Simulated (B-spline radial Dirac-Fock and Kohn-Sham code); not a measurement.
## What relativity does to the binding energies of Cu⁹⁺

System: Cu⁹⁺, [Ar] 3d2.

Both columns are ΔSCF binding energies of the configuration average from an atomic code on a B-spline grid: non-relativistic Hartree-Fock with a point nucleus, and Dirac-Fock with a finite nucleus and the Coulomb interaction alone, averaged over the two j levels with weights 2j+1.

```csv
shell,Hartree-Fock (eV),Dirac-Fock (eV),shift (eV),shift (%)
1s,9153.9,9257.3,+103.43,+1.13
2s,1345.7,1368.0,+22.36,+1.66
2p,1202.0,1206.4,+4.41,+0.37
3s,348.9,353.2,+4.32,+1.24
3p,298.8,299.8,+0.99,+0.33
3d,229.7,228.9,-0.78,-0.34
```

Relativity binds 1s, 2s, 2p, 3s, 3p more strongly, among those listed most of all 2s in relative terms, and 3d more weakly, because the contracted s and p shells screen the nucleus better.

Values without a named source are computed, but for edge energies of neutral atoms, which are taken from tables.
